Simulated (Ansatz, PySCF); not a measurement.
Gas-phase reaction (SMILES): O=BF -> F atom + [B]=O; the B-F bond at the site shown breaks (other sites are not compared here).

Structures are relaxed separately at B3LYP-D3(BJ)/def2-TZVP in Ansatz (a quantum-chemistry and plane-wave program). Valence correlation only, unless marked. Open shells are spin-unrestricted. Spin-orbit coupling is left out. Non-relativistic. CBS marks a two-point X^-3 extrapolation of the correlation energy; Hartree-Fock from the larger set. Thermal terms are rigid-rotor harmonic-oscillator values from B3LYP-D3(BJ) frequencies (PySCF) at 298.15 K and 1 atm. 1 Eh = 627.5095 kcal/mol. Atoms have translation alone.

```json
[
 {"species": "O=BF", "E, CCSD(T)/CBS(aug-cc-pVTZ,aug-cc-pVQZ) (Ansatz) (Eh)": "-199.84086", "E, B3LYP-D3(BJ)/def2-TZVPD (Ansatz + dftd3) (Eh)": "-200.09977", "H - E (Eh)": "0.01328"},
 {"species": "F atom", "E, CCSD(T)/CBS(aug-cc-pVTZ,aug-cc-pVQZ) (Ansatz) (Eh)": "-99.66595", "E, B3LYP-D3(BJ)/def2-TZVPD (Ansatz + dftd3) (Eh)": "-99.77110", "H - E (Eh)": "0.00236"},
 {"species": "[B]=O", "E, CCSD(T)/CBS(aug-cc-pVTZ,aug-cc-pVQZ) (Ansatz) (Eh)": "-99.91525", "E, B3LYP-D3(BJ)/def2-TZVPD (Ansatz + dftd3) (Eh)": "-100.07109", "H - E (Eh)": "0.00769"}
]
```

**Question.** Work out ΔE and ΔH at 298.15 K at the first level, then ΔH at the second.

**Answer.** 
1. ΔE = [(-99.66595) + (-99.91525)] - [(-199.84086)] = 0.25966 Eh = 162.9 kcal/mol at CCSD(T)/CBS(aug-cc-pVTZ,aug-cc-pVQZ).
2. The terms H - E add up to -0.00323 Eh, so ΔH = (0.25966 + (-0.00323))×627.5095 = 160.9 kcal/mol.
3. At B3LYP-D3(BJ)/def2-TZVPD the same steps give ΔE = 161.6 and ΔH = 159.6 kcal/mol, a shift of -1.3 from the first level.
4. These values are not checked against measurement here, since the tables used lack a sound gas-phase enthalpy of formation for at least one species.
